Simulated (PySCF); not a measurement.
Spin-rotation constants: `[H][Ge]([H])([CH3])[O]C`, C2H8GeO

Geometry:
```
atom   x (Å)   y (Å)   z (Å)
 Ge1   0.490   0.610   0.319
  H2   0.542   0.610   1.835
  H3   1.924   0.552  -0.169
  C4  -0.613   2.016  -0.478
  H5  -0.265   3.005  -0.195
  H6  -1.643   1.902  -0.153
  H7  -0.589   1.937  -1.562
  O8  -0.336  -0.859  -0.210
  C9   0.055  -2.175   0.098
 H10   1.062  -2.393  -0.264
 H11  -0.652  -2.844  -0.396
 H12   0.026  -2.361   1.175
```

Method: PySCF, GIAO BP86/def2-SVP magnetisability, rotational g tensor and spin-rotation constants, non-relativistic, gas phase. Geometry: GFN2-xTB.

The calculation is non-relativistic, which matters for the atoms heavier than Zn.

(1) Give the nuclear spin-rotation constants along the inertial axes (H = +C I·J) beside the isotropic shieldings.

Answers

(1) Rotational constants 11.4050, 2.7989, 2.3771 GHz. A star marks the isotopologue with that one atom substituted, in its own axes.
```csv
atom,isotope,Caa (kHz),Cbb (kHz),Ccc (kHz),mean (kHz),σ (ppm)
H2,1H,-0.928,-0.119,-0.003,-0.350,26.4
H3,1H,-0.925,-0.118,-0.004,-0.349,26.4
H5,1H,-0.088,-0.260,-0.295,-0.214,31.6
H6,1H,-1.293,-0.170,-0.094,-0.519,31.1
H7,1H,-1.299,-0.199,-0.066,-0.521,31.0
H10,1H,-1.156,-0.150,0.004,-0.434,28.1
H11,1H,-0.645,0.023,-0.234,-0.285,27.8
H12,1H,-1.153,-0.166,0.018,-0.434,28.1
Ge1,73Ge*,-2.912,-0.807,-0.739,-1.486,1419.5
C4,13C*,1.112,0.276,0.269,0.553,192.5
O8,17O*,-1.188,-0.095,-0.087,-0.457,325.0
C9,13C*,1.511,0.589,0.509,0.870,136.3
```
For the geometry as given, no vibrational averaging.
